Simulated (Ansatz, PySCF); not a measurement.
Reaction (SMILES): F[Si](F)(Cl)Cl [dichloro(difluoro)silane] + 3 [SiH4] (SiH4) -> 2 F[SiH3] [fluorosilane] + 2 [SiH3]Cl
Each molecule is optimised on its own at B3LYP-D3(BJ)/def2-TZVP (Ansatz, an electronic-structure program). Frequencies are from Ansatz or PySCF.

Wanted: bond separation energy (enthalpy at 298 K, with B3LYP-D3(BJ) rigid-rotor harmonic-oscillator terms), in eV. Valence correlation only, unless marked. Spin-orbit coupling is left out. Non-relativistic unless marked X2C. CBS(X,Y): correlation extrapolated as X^-3; Hartree-Fock from the larger set.

```csv
level,program,bond separation energy (eV)
PBE-D4/def2-TZVPD,Ansatz + dftd4,0.54
r2SCAN-D4/def2-TZVPD,Ansatz + dftd4,0.58
PBE0-D3(BJ)/def2-TZVPD,Ansatz + dftd3,0.49
PBE0-D4/def2-TZVP,Ansatz + dftd4,___
PBE0-D4/def2-TZVPD,Ansatz + dftd4,0.52
PBE0/def2-TZVPD,Ansatz,0.48
PBE0/def2-QZVPP,Ansatz,0.49
r2SCAN0-D4/def2-TZVPD,Ansatz + dftd4,0.55
HSE06-D4/def2-TZVPD,Ansatz + dftd4,0.52
LC-wPBE-D3(BJ)/def2-TZVPD,Ansatz + dftd3,0.49
SCS-MP2/6-31G*,Ansatz,0.59
CCSD/6-31G,Ansatz,___
X2C-CCSD(T)/cc-pVTZ-DK,Ansatz,0.52
"CCSD(T)/CBS(cc-pV(T+d)Z,cc-pV(Q+d)Z)",Ansatz,0.47
```

### Question
Some entries are withheld; supply them.

### Answer

- PBE0-D4/def2-TZVP, bond separation energy (eV): 0.56
- CCSD/6-31G, bond separation energy (eV): 0.02
